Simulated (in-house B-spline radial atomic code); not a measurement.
What moves the levels of La⁺ ([Xe] 5d2)? Method: Dirac-Hartree-Fock, average of the jj configuration, Fermi nucleus of rms radius 4.8488 fm. Calculated with a radial B-spline atomic code at the basis-set limit.

Baseline run (computed): total energy -8493.4778 hartree, 1s1/2 at -1439.022 hartree, 5d3/2 at -10.311 eV with <r> = 2.894 bohr.

Changing the nucleus:

```json
{"nucleus": "Fermi nucleus of rms radius 4.8496 fm, A = 137", "ΔE (eV)": "0.00304"}
{"nucleus": "Fermi nucleus of rms radius 4.8473 fm, A = 138", "ΔE (eV)": "-0.0057"}
{"nucleus": "Fermi nucleus of rms radius 4.855 fm, A = 139", "ΔE (eV)": "0.0236"}
```

A larger nucleus binds the electrons less, roughly as the density at the nucleus times the change of the nuclear <r²>. The reference is A = 135.
